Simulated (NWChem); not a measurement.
Species: SiAsH4, doublet; SMILES [AsH][SiH3]

```xyz
6

Si     0.0168     1.5569     0.0001
As     0.0369    -0.8247     0.0000
H     -0.7007     2.0915     1.2136
H      1.4326     2.0651     0.0131
H     -0.6766     2.0893    -1.2285
H     -1.5100    -0.8274    -0.0002
```
Atoms are numbered in this order, from 1.

Structure relaxed at the PBE-D3(BJ)/def2-SVP, spin-unrestricted level. No stability test was run on the SCF state.

List the 4 lowest vertical excitations from LRC-wPBEh/def2-SVP, spin-unrestricted, TDA (NWChem).


```json
[
 {"state": "state 1", "energy (eV)": "2.47", "oscillator strength": "0.001", "<S²>": "0.76"},
 {"state": "state 2", "energy (eV)": "4.05", "oscillator strength": "0.003", "<S²>": "0.76"},
 {"state": "state 3", "energy (eV)": "5.51", "oscillator strength": "0.002", "<S²>": "0.78"},
 {"state": "state 4", "energy (eV)": "5.85", "oscillator strength": "0.001", "<S²>": "2.72"}
]
```
